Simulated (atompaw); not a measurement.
**Varying the PAW (atompaw) potential for Sc**

Base potential:

| Quantity | Value |
| --- | --- |
| Element | Sc |
| Generator | atompaw 4.2.0.5 |
| Type | PAW |
| Functional | LDA (PW92) |
| Relativity | scalar-relativistic |
| Frozen core | [Ne] |
| Valence charge | 11 |
| Reference configuration | 3s2 3p6 3d1 4s0.5 4p0 (charge +1.5) |
| Partial waves | 3s (bound): rc 1.80 bohr; 4s (bound): rc 2.00 bohr; 3p (bound): rc 1.30 bohr; 4p (bound, empty): rc 2.00 bohr; 3d (bound): rc 1.60 bohr; 3d channel at 1 Ry: rc 2.00 bohr |
| Local potential | bessel scheme, radius 1.95 bohr |
| Core correction | smooth core density matched at 1.40 bohr |
| Augmentation charge | sinc compensation charge, radius 1.85 bohr; PAW radius 2.00 bohr; waves and projectors: custom rrkj gramschmidtortho |

Cutoffs, loose and tight: the cutoffs (Ry, on a coarse ladder) from which the occupation-weighted sum of valence levels, in a spherical-Bessel basis at the reference potential, stays within 10 and 1 mRy of its value at 400 Ry. They see the waves, projectors and local potential, not the compensation charge or the core. A dash means not determined.

| change | outcome | cutoff, loose | cutoff, tight | bound ghosts |
| --- | --- | --- | --- | --- |
| base | generated | 45 Ry | 80 Ry | none |
| all radii scaled by about 0.77 (s 1.38, p 1.00, d 1.22 bohr); local potential bessel scheme, radius 1.50 bohr; augmentation sinc compensation charge, radius 1.42 bohr; PAW radius 1.54 bohr; waves and projectors: custom rrkj gramschmidtortho; core correction smooth core density matched at 1.08 bohr | generated | 70 Ry | 110 Ry | none |
| all radii scaled by about 0.90 (s 1.62, p 1.16, d 1.44 bohr); local potential bessel scheme, radius 1.74 bohr; augmentation sinc compensation charge, radius 1.66 bohr; PAW radius 1.80 bohr; waves and projectors: custom rrkj gramschmidtortho; core correction smooth core density matched at 1.26 bohr | generated | 55 Ry | 100 Ry | none |
| all radii scaled by about 0.94 (s 1.70, p 1.22, d 1.50 bohr); local potential bessel scheme, radius 1.84 bohr; augmentation sinc compensation charge, radius 1.74 bohr; PAW radius 1.88 bohr; waves and projectors: custom rrkj gramschmidtortho; core correction smooth core density matched at 1.32 bohr | generated | 50 Ry | 90 Ry | none |
| all radii scaled by about 1.05 (s 1.90, p 1.36, d 1.68 bohr); local potential bessel scheme, radius 2.04 bohr; augmentation sinc compensation charge, radius 1.94 bohr; PAW radius 2.10 bohr; waves and projectors: custom rrkj gramschmidtortho; core correction smooth core density matched at 1.48 bohr | generated | 40 Ry | 80 Ry | none |
| all radii scaled by about 1.19 (s 2.14, p 1.54, d 1.90 bohr); local potential bessel scheme, radius 2.32 bohr; augmentation sinc compensation charge, radius 2.20 bohr; PAW radius 2.38 bohr; waves and projectors: custom rrkj gramschmidtortho; core correction smooth core density matched at 1.66 bohr | generated | 35 Ry | 55 Ry | none |
| all radii scaled by about 1.26 (s 2.26, p 1.64, d 2.00 bohr); local potential bessel scheme, radius 2.44 bohr; augmentation sinc compensation charge, radius 2.32 bohr; PAW radius 2.52 bohr; waves and projectors: custom rrkj gramschmidtortho; core correction smooth core density matched at 1.76 bohr | generated | 30 Ry | 50 Ry | none |

Reading the sweep of the scale of all radii (base = 1) (base included, trends over the rows without a ghost): The loose cutoff falls from 70 Ry at 0.77 to 30 Ry at 1.26. A larger radius leaves more room for a smooth pseudo-wave, so fewer plane waves are needed; a smaller one forces it to follow the all-electron wave where it bends sharply.
